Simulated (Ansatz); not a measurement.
[V(H2O)6]2+ (VO₆H₁₂²⁺), relaxed as a quartet with UKS PBE-D4/def2-SVP in Ansatz, starting from the GFN2-xTB (ALPB water) geometry. Force threshold 0.03 eV/Å.

Start:

Cartesian coordinates in Å:
```
V -0.001 -0.005 0.010
O 0.180 0.692 2.006
H -0.458 0.531 2.713
H 0.535 1.579 2.150
O -0.024 -0.730 -1.989
H 0.836 -0.989 -2.349
H -0.569 -0.448 -2.735
O 0.008 2.029 -0.575
H -0.823 2.512 -0.463
H 0.434 2.379 -1.369
O -0.116 -2.023 0.641
H 0.239 -2.399 1.457
H -0.223 -2.746 0.008
O -2.126 0.109 0.115
H -2.573 -0.240 0.898
H -2.667 -0.154 -0.642
O 2.112 -0.099 -0.130
H 2.602 -0.712 0.435
H 2.633 0.714 -0.179
```

```
        step  energy (eV)  largest force component (eV/Å)  SCF passes
           1  -38122.3082                           0.690          18
           2  -38122.4137                           0.252          19
           3  -38122.4235                           0.469          19
           4  -38122.4590                           0.114          23
           5  -38122.4970                           0.184          25
6 (rejected)  -38122.4695                           1.016          25
           7  -38122.5214                           0.134          19
           8  -38122.5414                           0.243          19
           9  -38122.5704                           0.079          19
          10  -38122.5810                           0.199          24
          11  -38122.5811                           0.195          14
          12  -38122.5840                           0.004          20
```

Force components are those of the run's own axes.

End:

```tsv
atom	x (Å)	y (Å)	z (Å)
V1	-0.0013	0.0014	-0.0002
O2	-0.0250	0.6923	2.0189
H3	-0.8311	0.8811	2.5393
H4	0.7332	0.9356	2.5857
O5	0.0274	-0.6858	-2.0207
H6	0.8365	-0.8656	-2.5395
H7	-0.7273	-0.9278	-2.5929
O8	-0.0452	2.0076	-0.7250
H9	-0.0860	2.8312	-0.2003
H10	-0.0600	2.2774	-1.6646
O11	0.0450	-2.0074	0.7190
H12	0.0643	-2.2828	1.6569
H13	0.0764	-2.8283	0.1892
O14	-2.1344	-0.0469	0.0744
H15	-2.6833	-0.8245	0.2981
H16	-2.7525	0.6498	-0.2229
O17	2.1321	0.0407	-0.0671
H18	2.7409	-0.6619	0.2356
H19	2.6900	0.8139	-0.2839
```

By distances, no bond broke or formed. The bond that changes most is V1–O8, from 2.12 to 2.13 Å (atoms count from 1).

No frequencies were taken in this run, so the end may be a saddle point.

It took 19 s on 4 threads of Intel Xeon 6975P-C on a shared host.
